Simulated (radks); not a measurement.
Problem. Isoelectronic series with 27 electrons, all held in the configuration [Ar] 3d7 4s2, which need not be the ground one along the series. All-electron calculation, scalar-relativistic Kohn-Sham, PBE, spin-polarised, spherical densities, point nucleus; open shells are filled with parallel spins first (spin-orbit coupling, left out, can overturn this in heavy ions). Program: a radial shooting solver on a logarithmic mesh with Libxc functionals. Total energies (hartree) and mean radii <r> (bohr):

ion,E (hartree),4s down,4s up
Co,-1393.22516,2.967,2.841
Ni+,-1520.03508,2.445,2.383
Cu2+,-1652.98654,2.122,2.083
Zn3+,-1792.06428,1.893,1.866
Ge5+,-2088.60272,1.576,1.561
As6+,-2246.08228,1.460,1.447
Se7+,-2409.72142,1.362,1.351
Br8+,-2579.53814,1.277,1.268
Kr9+,-2755.55262,1.204,1.196
Rb10+,-2937.78684,1.139,1.132
Sr11+,-3126.26444,1.081,1.075
Zr13+,-3522.05169,0.9817,0.9771
Nb14+,-3729.41582,0.9390,0.9349
Mo15+,-3943.13216,0.9000,0.8963
Tc16+,-4163.23127,0.8642,0.8608
Ru17+,-4389.74499,0.8312,0.8281
Rh18+,-4622.70648,0.8006,0.7978
Pd19+,-4862.15020,0.7722,0.7696
Ag20+,-5108.11195,0.7458,0.7434
Cd21+,-5360.62885,0.7211,0.7189
In22+,-5619.73941,0.6980,0.6960

Estimate the row of Ga4+.

Solution. E (hartree) -1937.26735; 4s down 1.717; 4s up 1.697.
